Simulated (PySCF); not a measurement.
[TiBr4]- holds Ti(III), d1, at total charge -1. The structure is a PBE0-D3(BJ)/def2-SVP geometry optimised for multiplicity 2; coordination tetrahedral, point group D2d, metal–donor distances 2.42 Å.

```
5

Ti    0.0000    0.0000    0.0000
Br    1.4302    1.3777    1.3777
Br    1.4302   -1.3777   -1.3777
Br   -1.4302   -1.3777    1.3777
Br   -1.4302    1.3777   -1.3777
```

Method (PySCF 2.14, density fitting): CASSCF(1,5) with orbitals averaged over all microstates of the shell, strongly contracted NEVPT2 on the averaged canonical orbitals; basis x2c-TZVPall on the metal, x2c-SVPall elsewhere; spin-free X2C; IEF-PCM dichloromethane; spin-orbit coupling by state interaction with the mean-field operator over all roots.

Q: What is the ground state?

A: 2B1 (from 2E) (S = 1/2, orbital degeneracy 1), with 1.0 electrons in the lower (e-type) set and 0.0 in the upper (t2-type) set, by NEVPT2; the next part of the same split term lies only 195 cm⁻¹ higher, which doesn't decide their order.

Q: Where do the spin-allowed transitions within the shell lie?

A: By NEVPT2: 2A1 (from 2E) at 195 cm⁻¹; 2B2 (from 2T2) at 5171 cm⁻¹; 2E (from 2T2) at 5857 cm⁻¹. The strongest, at 5857 cm⁻¹, has f = 8.4e-04.

Q: Give the fitted ligand-field and repulsion parameters.

A: At NEVPT2 level: orbital energies 0, 195, 5171, 5857, 5857 cm⁻¹; 10Dq = 5531 cm⁻¹ (difference of the means of the two sets); spin-orbit coupling on the heavy ligands mixes in, so no single ζ describes it.

Q: What magnetic behaviour follows?

A: The ground doublet has g = 1.863, 1.973, 1.973. μeff is 1.78 μB at 300 K and 1.68 μB at 10 K; the spin-only value is 1.73 μB.

Charge-transfer states lie outside this active space and may come lower than some of these levels. 2A1 (from 2E) (195 cm⁻¹) lies within 300 cm⁻¹ of 2B1 (from 2E) at NEVPT2 level, inside the method's error: they are parts of one split term, whose order is undecided, and g values and low-temperature moments can hang on it. NEVPT2 on the d shell alone tends to put d–d bands too high for such charged or covalently bound ions.

The job took 30 s on one thread of Arm Neoverse V1 (shared host), with 176 basis functions and a peak of 0.7 GiB, launched as `OMP_NUM_THREADS=1 python lf_run.py task.json out`.
